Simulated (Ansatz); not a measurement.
```xyz
9

N    -1.044    0.834    0.508
B     0.251    0.365    0.503
C     0.634   -0.796   -0.523
F    -0.419   -1.116   -1.346
F     1.661   -0.392   -1.334
H    -1.371    1.565    1.116
H    -1.740    0.478   -0.128
H     1.074    0.796    1.252
H     0.952   -1.734   -0.048
```

The species carries charge 0 and has multiplicity 1.

Q: List the PBE0/def2-TZVPP orbital energies in eV (Ansatz 0.2.0). (Best estimate.)

A: The calculation gave: Occupied: -673.97, -673.91, -391.86, -281.67, -184.48, -34.56, -33.04, -24.87, -19.40, -15.71, -15.08, -14.96, -14.81, -13.56, -11.81, -11.50, -11.16, -10.44, -9.13, -8.65. Lowest empty: -0.26, 0.79, 1.82, 2.09, 3.01, 3.33, 3.65, 3.87.
